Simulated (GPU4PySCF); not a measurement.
GPU4PySCF input for Co(CO)3(MeCN)(SiMe3) (C8H12CoNO3Si), SMILES C[Si]([Co](<-[N]#CC)(<-[C-]#[O+])(<-[C-]#[O+])<-[C-]#[O+])(C)C, multiplicity 1, TDDFT-M06-2X/def2-SVPD. The structure is a stationary point at ωB97X-D3(BJ)/def2-TZVP. The multiplicity is an assumed one; no other spin state was optimised. The isomer is the one that the SMILES or the coordinates give; other isomers of the formula were not compared. The values are those of a single conformer.

```python
import numpy as np
import cupy as cp
from pyscf import gto, lo
from gpu4pyscf import dft

mol = gto.M(
    atom='''
    Co   -0.72743879    0.23006595    0.26157227
    O    -1.06250260   -2.20374573    1.79444006
    C    -0.92840236   -1.26716455    1.14835067
    O    -3.54484769    1.05185114    0.31501738
    C    -2.45410314    0.73183697    0.27230224
    O     0.34185038    2.64691497    1.44529152
    C    -0.06726985    1.70698194    0.93368200
    C    -0.08540043   -0.28286151   -4.22947476
    C    -0.32522162   -0.10954541   -2.80175216
    N    -0.50147017    0.02265699   -1.67909786
    H     0.70746321   -1.01732505   -4.37864662
    H     0.21747128    0.66796841   -4.66992363
    H    -0.99620920   -0.63247820   -4.71712177
    Si    1.49529162   -0.40189737    0.43332621
    C     1.75329898   -2.10643151   -0.33196851
    C     2.12945685   -0.46058058    2.20031473
    C     2.59278658    0.78652321   -0.53602447
    H     2.82201597   -2.34281867   -0.35866621
    H     1.24984233   -2.88665908    0.24337508
    H     1.37352435   -2.14792610   -1.35604271
    H     1.56123971   -1.17568768    2.80052045
    H     2.05147554    0.51819911    2.68037553
    H     3.18113850   -0.76352119    2.21870457
    H     2.60317676    1.78205825   -0.08650897
    H     2.25745284    0.88948342   -1.57116528
    H     3.62159423    0.41217591   -0.55080313
    ''',
    basis='def2-SVPD',
    charge=0,
    spin=0,
    max_memory=12000,
    verbose=3,
)
mf = dft.RKS(mol, xc='m06-2x').density_fit(auxbasis='def2-universal-jkfit')
mf.cphf_grids.atom_grid, mf.cphf_grids.prune = (75, 302), None
mf.grids.atom_grid = (75, 302)
mf.conv_tol = 1e-9
mf.max_cycle = 100
mf.kernel()
td = mf.TDDFT()
td.singlet = True
td.nstates = 12
td.conv_tol = 1e-4
td.positive_eig_threshold = 1e-6
td.max_memory = 500
td.kernel(x0=td.init_guess(mf, 17))
tt = mf.TDA()
tt.singlet = False
tt.nstates = 4
tt.conv_tol = 1e-4
tt.positive_eig_threshold = 1e-6
tt.max_memory = 500
tt.kernel(x0=tt.init_guess(mf, 9))
nocc = mol.nelectron // 2
for name, t in (('singlet', td), ('triplet (TDA)', tt)):
    for e, f, (x, y) in zip(cp.asnumpy(t.e), t.oscillator_strength(), t.xy):
        w = 2 * cp.asnumpy(x)**2
        i, a = np.unravel_index(w.argmax(), w.shape)
        print(f'{name} {e * 27.211386245988:8.4f} eV  f = {f:.4f}  leading pair {i + 1} -> {nocc + a + 1} ({w[i, a]:.2f})')
```

It prints:

```
converged SCF energy = -2263.76076592341
Overwritten attributes  positive_eig_threshold  of <class 'gpu4pyscf.tdscf.rks.TDDFT'>
Excitation energies (eV)
[2.68853919 2.77935379 3.19593288 3.34554178 3.4900061  3.64056231
 3.8229829  3.8853834  4.20782268 4.33244912 4.61846901 4.62475765]
Overwritten attributes  positive_eig_threshold  of <class 'gpu4pyscf.tdscf.rks.TDA'>
Excitation energies (eV)
[2.14810066 2.2724639  2.8586867  2.92788191]
singlet   2.6885 eV  f = 0.0012  leading pair 64 -> 68 (0.36)
singlet   2.7794 eV  f = 0.0044  leading pair 65 -> 77 (0.29)
singlet   3.1959 eV  f = 0.0131  leading pair 61 -> 68 (0.14)
singlet   3.3455 eV  f = 0.0004  leading pair 65 -> 69 (0.70)
singlet   3.4900 eV  f = 0.0169  leading pair 64 -> 68 (0.20)
singlet   3.6406 eV  f = 0.0189  leading pair 64 -> 69 (0.53)
singlet   3.8230 eV  f = 0.0011  leading pair 60 -> 77 (0.19)
singlet   3.8854 eV  f = 0.0518  leading pair 64 -> 69 (0.29)
singlet   4.2078 eV  f = 0.0041  leading pair 66 -> 68 (0.46)
singlet   4.3324 eV  f = 0.0036  leading pair 66 -> 69 (0.60)
singlet   4.6185 eV  f = 0.0074  leading pair 65 -> 70 (0.21)
singlet   4.6248 eV  f = 0.0000  leading pair 64 -> 70 (0.30)
triplet (TDA)   2.1481 eV  f = 0.0000  leading pair 65 -> 68 (0.39)
triplet (TDA)   2.2725 eV  f = 0.0000  leading pair 64 -> 68 (0.26)
triplet (TDA)   2.8587 eV  f = 0.0000  leading pair 65 -> 74 (0.25)
triplet (TDA)   2.9279 eV  f = 0.0000  leading pair 61 -> 77 (0.11)
```

Self-consistency was reached.
